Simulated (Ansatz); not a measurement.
Calculated with Ansatz (gas phase, PBE0-D4/def2-TZVP geometries, no zero-point term in ΔE). CBS: MP2 limit from def2 TZ/QZ plus the TZ coupled-cluster correction, frozen cores. This one scheme is used for every species. Functionals use def2-TZVPP. For Ge outer-core shells are correlated without core-valence functions, which leaves a few kJ/mol of doubt a bond. Scalar relativity is left out up to krypton. One conformer a species, not always the lowest.

Consider the cleavage of the Si–Ge bond: `BO[SiH2][GeH2][F]` + H₂S → `BO[SiH2]S` + `[F][GeH3]`.

| level | ΔE (kJ/mol) |
| --- | --- |
| r2SCAN-D4 | -60.8 |
| SCS-MP2/def2-TZVPP | -65.7 |

Task: What does CCSD(T)/CBS give? (An estimate is asked.)

Result: Ansatz gave: -60.5 kJ/mol. The listed levels differ from it by -0.3, -5.2 kJ/mol.

Largest T1 diagnostic among the species: 0.013.

From PBE to PBE0 (25 % exact exchange), in def2-TZVPP and without D4, ΔE moves by −4.3 kJ/mol.
